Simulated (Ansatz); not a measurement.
`C[CH2][GaH][SeH]` at its PBE0-D4/def2-TZVP geometry, where that method's forces vanish. The species carries charge 0 and has multiplicity 1.

```xyz
11

C    -0.4532    0.9396    0.8417
C    -0.9230   -0.3173    0.1257
Ga    0.4083   -1.2156   -1.0177
Se    2.5569   -0.3288   -1.2103
H     0.3907    0.7349    1.5057
H    -1.2482    1.3757    1.4539
H    -0.1295    1.7094    0.1363
H    -1.2731   -1.0691    0.8422
H    -1.7871   -0.1043   -0.5139
H     0.1850   -2.5203   -1.8551
H     2.2733    0.7958   -0.3086
```

Question: What forces (eV/Å) does B3LYP-D4/def2-TZVPP give on these atoms in Ansatz 0.2.0? (Best estimate.)

Answer: Computed: 
```
C1   0.063  0.194  0.114
C2  -0.242 -0.103  0.018
Ga3 -0.061 -0.181 -0.105
Se4  0.186  0.042 -0.042
H5  -0.043  0.018 -0.033
H6   0.037 -0.015 -0.025
H7  -0.014 -0.035  0.042
H8   0.016  0.042 -0.037
H9   0.044 -0.011  0.037
H10  0.001  0.008  0.005
H11  0.012  0.041  0.025
```

B3LYP here is the variant with VWN-RPA as its local correlation; programs differ in this.
